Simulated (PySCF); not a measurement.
**Checking a proposed structure**

A compound C4H9FOSi2 gives the data below (simulated from a calculation) and was assigned the structure `O=C/C=C(\F)[SiH2]C[SiH3]`.

¹³C{¹H} NMR (computed): δ 245.6 (CH), 167.4 (C), 128.1 (CH), 10.8 (CH2).

¹H NMR (400 MHz, computed): δ 12.39 (t, 1H), 6.27 (m, 1H), 4.31 (m, 2H), 4.25 (m, 3H), 1.80 (m, 2H).

PySCF calculation with shielding tensors at PBE0/pcSseg-1 (GIAO) and geometry: GFN2-xTB; no relativistic terms, no solvent model, one averaged value for each set of equivalent atoms, single conformer.

References, each an isolated molecule treated in the same way: ¹H (σ = 31.72 ppm) and ¹³C (σ = 186.93 ppm) against TMS.

Q: Compare with the shifts computed for the proposed structure, pairing carbons in order of shift.

A: Atoms are numbered as in `[O:1]=[CH:2]/[CH:3]=[C:4](\[F:5])[SiH2:6][CH2:7][SiH3:8]` (H(Xn): hydrogen on atom n).

```
atom  computed for proposal  given list  difference
  C4                  196.5       245.6       -49.1
  C2                  190.2       167.4       +22.8
  C3                  130.6       128.1        +2.5
  C7                  -11.3        10.8       -22.1
```

The rms difference is 29.3 ppm and the largest -49.1 ppm at C4 (β carbon of a C=C–C=O unit). The carbon types in order of shift don't match either: C, CH, CH, CH2 for the proposal against CH, C, CH, CH2 in the data. The proposal doesn't fit.

Q: Which isomer fits?

A: SMILES C(=C\C[SiH2]C=O)(/F)[SiH3].

Carbon types of the structure: 1 × C, 2 × CH, 1 × CH2, leaving 5 H on heteroatoms. δC 245.6: carbonyl carbon. δC 167.4: fully substituted alkene carbon. δC 128.1: alkene CH; an sp2 carbon of a C=C bond. δH 12.39: hydrogen on a carbonyl carbon.

The data come from this structure; uniqueness wasn't tested.

Splittings by ¹⁹F in the carbon and heteronuclear signals aren't shown, as no couplings were computed. Shifts are as computed. Against solution values, carbons near 30 ppm lie about +3 ppm off and those near 130 ppm about +5 ppm. Of 1309 compounds with measured shifts, 239 miss one by over three times the rms of a fit or turn the order of signals round; such compounds aren't used in these exercises. No couplings were computed; multiplicities are counted from neighbouring protons, with m where these are inequivalent, close in shift, in a saturated or five-membered ring or joined by F or P, and br s for small geminal =CH2 splittings.
